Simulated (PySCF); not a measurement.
Point-charge models of `O(C)C[SiH]([SiH3])[SiH3]` against its computed dipole.

Coordinates (PBE0-D3(BJ)/def2-SVP, Å) and charges (e) from the PBE0/pcSseg-1 density (PySCF):

| atom | x | y | z | Mulliken | IAO | Hirshfeld | ESP-fitted |
| --- | --- | --- | --- | --- | --- | --- | --- |
| C1 | -2.959 | 0.658 | 0.334 | -0.0344 | -0.1916 | -0.0375 | -0.2491 |
| O2 | -1.648 | 0.714 | -0.141 | -0.5079 | -0.3804 | -0.1328 | -0.2233 |
| C3 | -0.970 | -0.511 | -0.072 | -0.2137 | -0.2993 | -0.0848 | -0.0543 |
| Si4 | 0.794 | -0.212 | -0.732 | +0.0993 | +0.3301 | +0.1801 | +0.1352 |
| Si5 | 2.232 | -1.934 | -0.047 | +0.2124 | +0.2626 | +0.2040 | +0.1459 |
| Si6 | 1.487 | 1.813 | 0.218 | +0.2515 | +0.2855 | +0.2024 | +0.1839 |
| H7 | -2.999 | 0.344 | 1.396 | +0.0898 | +0.1180 | +0.0354 | +0.1053 |
| H8 | -3.393 | 1.665 | 0.249 | +0.1255 | +0.1555 | +0.0512 | +0.1396 |
| H9 | -3.580 | -0.046 | -0.254 | +0.0909 | +0.1183 | +0.0356 | +0.1049 |
| H10 | -1.487 | -1.299 | -0.659 | +0.1287 | +0.1240 | +0.0325 | +0.0779 |
| H11 | -0.913 | -0.883 | 0.974 | +0.1286 | +0.1188 | +0.0300 | +0.0717 |
| H12 | 0.783 | -0.127 | -2.227 | -0.0133 | -0.0866 | -0.0745 | -0.0613 |
| H13 | 3.620 | -1.657 | -0.531 | -0.0537 | -0.0885 | -0.0708 | -0.0505 |
| H14 | 2.255 | -1.994 | 1.449 | -0.0628 | -0.0947 | -0.0746 | -0.0642 |
| H15 | 1.802 | -3.271 | -0.565 | -0.0574 | -0.0919 | -0.0742 | -0.0616 |
| H16 | 0.762 | 2.981 | -0.364 | -0.0464 | -0.0832 | -0.0693 | -0.0630 |
| H17 | 1.230 | 1.756 | 1.692 | -0.0676 | -0.0952 | -0.0746 | -0.0628 |
| H18 | 2.957 | 2.013 | 0.014 | -0.0697 | -0.1014 | -0.0783 | -0.0743 |

Question: Compute μ = Σ q r for each scheme (1 e·Å = 4.803 D) and compare with the dipole of the full density.

Answer: The full density gives (-1.51, -0.94, 0.36) D, 1.81 D in size; dipole vectors point from the negative to the positive end.

```
    scheme     μx     μy    μz  size (D)  share of the full size (%)  angle to the full dipole (°)
  Mulliken  -0.15  -1.40  0.59      1.52                          84                            51
       IAO  -0.42  -1.20  0.24      1.29                          71                            38
 Hirshfeld  -0.79  -0.44  0.05      0.90                          50                             9
ESP-fitted  -1.50  -0.96  0.39      1.83                         101                             1
```

Question: Which set comes closest?

Answer: Length of the difference vector: ESP-fitted 0.03 D, Hirshfeld 0.93 D, IAO 1.12 D, Mulliken 1.45 D. Closest: ESP-fitted. 

Question: What is left for the Hirshfeld atoms' own dipoles?

Answer: The Hirshfeld atoms' densities add up to the full density, so μ = Σ q r + Σ (atomic dipoles). The atomic dipoles sum to (-1.51, -0.94, 0.36) − (-0.79, -0.44, 0.05) = (-0.72, -0.50, 0.31) D, 0.93 D in size.

Question: With the origin at the mean of the coordinates, (-0.002, 0.001, 0.041) Å, which are the largest single terms, by size, of the Mulliken dipole along the direction of the full one?

Answer: Si6 -2.59, O2 -2.34, H9 +1.28, H8 +1.20, H18 +1.17 D; all 18 atoms together +0.97 D. The single terms depend on the origin, their sum doesn't.

Question: Give the size of the full dipole in other units.

Answer: 1.81 D = 0.713 au = 0.377 e·Å = 6.05 × 10⁻³⁰ C·m.

The structure is a single PBE0-D3(BJ)/def2-SVP conformer in the gas phase; no vibrational or solvent corrections.

The run behind these numbers computed NMR shieldings as well. Hardware: an Arm Neoverse V2 with one thread, shared host. Cost: 28 s of wall time, 1.0 GiB resident at most.

Shape of the structure used: `[CH3:1][O:2][CH2:3][SiH:4]([SiH3:5])[SiH3:6]`: C1–O2–C3–Si4 -179°, O2–C3–Si4–Si5 162°.
